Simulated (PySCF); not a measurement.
Excitations are Tamm–Dancoff values on a coarser integration grid. The basis has no diffuse functions, so Rydberg states are missing or too high.

Cartesian coordinates (Å):
```xyz
15

C      2.3883    -1.1756     0.6239
C      1.2445    -0.5375     0.8579
Si     0.0232    -0.0787    -0.4736
Si    -0.2896     2.2414    -0.5369
Si    -2.0503    -1.0894    -0.0691
H      3.0803    -1.4289     1.4224
H      2.6827    -1.4720    -0.3788
H      1.0058    -0.2664     1.8855
H      0.5540    -0.5444    -1.7878
H      0.9806     2.9490    -0.8539
H     -0.7741     2.7141     0.7895
H     -1.3069     2.6011    -1.5621
H     -2.5597    -0.6631     1.2637
H     -1.9395    -2.5734    -0.0786
H     -3.0391    -0.6763    -1.1021
```
Charge 0, multiplicity 1.

Task: Predict the S1–T1 gap (TDA), S1 oscillator strength, HOMO, dipole moment and HOMO–LUMO gap from M06-2X/def2-TZVP // PBE0-D3(BJ)/def2-TZVP (PySCF 2.14.0).

Result: 
```json
{
  "S1–T1 gap (TDA)": "1.67 eV",
  "S1 oscillator strength": "0.016",
  "HOMO": "-8.33 eV",
  "dipole_moment": "0.167 e·Å",
  "HOMO–LUMO gap": "8.47 eV"
}
```
